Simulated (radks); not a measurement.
Xe IX, 46 electrons, occupied as [Kr] 4d10.

Calculated with a radial shooting solver on a logarithmic mesh with Libxc functionals: scalar-relativistic Kohn-Sham, PBEsol, spin-polarised, spherical densities, finite nucleus; Fermi nuclear charge, rms radius 4.7859 fm.

Energy parts (eV):
| part | energy |
|---|---|
| total | -202134.907 |
| kinetic | 212554.199 |
| electron-nucleus | -484102.430 |
| Hartree | 74315.115 |
| exchange-correlation | -4901.790 |

Orbitals (lengths in bohr, moments of r in powers of bohr; <r^-3> diverges for s and p1/2; r(90%) holds 90 % of the orbital's charge):
| orbital | occ. | eigenvalue (eV) | <r^2> | <r^-3> | r(90%) |
|---|---|---|---|---|---|
| 1s | 2 | -34468.42 | 0.0009644 | - | 0.0480 |
| 2s | 2 | -5459.951 | 0.01550 | - | 0.177 |
| 2p | 6 | -4911.960 | 0.01228 | 6167 | 0.163 |
| 3s | 2 | -1205.564 | 0.1073 | - | 0.450 |
| 3p | 6 | -1028.525 | 0.1074 | 1191 | 0.456 |
| 3d | 10 | -765.7538 | 0.09320 | 164.1 | 0.440 |
| 4s | 2 | -307.0704 | 0.5741 | - | 1.03 |
| 4p | 6 | -250.6309 | 0.6536 | 242.3 | 1.10 |
| 4d | 10 | -167.7819 | 0.8369 | 26.61 | 1.28 |

The highest occupied level is 4d at -167.78 eV. Summed over all electrons, <r^2> = 15.34 bohr^2, which gives a Langevin (diamagnetic) susceptibility term of -12.1 x 10^-6 cm^3/mol. The density falls to 0.001 e/bohr^3 at r = 2.22 bohr.
